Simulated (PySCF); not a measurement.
PySCF input for Ga(Me)(SH)2 (CH₅GaS₂), SMILES [CH3][Ga]([SH])[SH], IEF-PCM-B3LYP/def2-SVP. Coordinates come from a B3LYP-D3(BJ)/def2-SVP optimisation. The structure was generated by enumeration; whether it is a known compound was not checked. One conformer was computed; it need not be the lowest.

```python
import numpy as np
from pyscf import gto, scf, dft
from pyscf.solvent import pcm

mol = gto.M(
    atom='''
    Ga    0.28624854   -0.07292876   -0.01987425
    C     2.18270018   -0.58195573   -0.14046218
    H     2.27217668   -1.67874792   -0.09561030
    H     2.74302491   -0.15782457    0.70663007
    H     2.62736735   -0.22768443   -1.08148918
    S    -0.83732240   -0.38617200    1.87752004
    H    -2.01484472    0.09314879    1.41594789
    S    -0.76473973    0.81012867   -1.77280320
    H    -1.96463583    0.94032768   -1.16207327
    ''',
    basis='def2-SVP',
    charge=0,
    spin=0,
    max_memory=1600,
    verbose=3,
)
mf = dft.RKS(mol, xc='b3lyp').density_fit(auxbasis='def2-universal-jkfit')
mf.grids.level = 3
mf.conv_tol = 1e-9
mf.max_cycle = 100
mf.kernel()
res = {}
for name, eps in {'water': 78.355, 'methanol': 32.613, 'acetone': 20.493}.items():
    s = mf.PCM()
    s.with_solvent.method, s.with_solvent.eps, s.with_solvent.lebedev_order = 'IEF-PCM', eps, 29
    s.kernel(mf.make_rdm1())
    res[name] = (s.e_tot, eps, s.dip_moment(), s.mo_energy, s.converged)
    print(f'{name}: electrostatic solvation free energy {(s.e_tot - mf.e_tot) * 627.509474:.3f} kcal/mol')
```

Output:

```
converged SCF energy = -2761.9948924758

WARN: PCM is an experimental feature. It is still in testing.
Features and APIs may be changed in the future.

converged SCF energy = -2762.00286157501
Dipole moment(X, Y, Z, Debye):  0.00618, -0.03481, -0.00147
water: electrostatic solvation free energy -5.001 kcal/mol

WARN: PCM is an experimental feature. It is still in testing.
Features and APIs may be changed in the future.

converged SCF energy = -2762.00260109633
Dipole moment(X, Y, Z, Debye):  0.01718, -0.03737, -0.00225
methanol: electrostatic solvation free energy -4.837 kcal/mol

WARN: PCM is an experimental feature. It is still in testing.
Features and APIs may be changed in the future.

converged SCF energy = -2762.00234577607
Dipole moment(X, Y, Z, Debye):  0.02750, -0.03973, -0.00298
acetone: electrostatic solvation free energy -4.677 kcal/mol
```

The run converged.

Cost: very roughly 60 core-seconds.
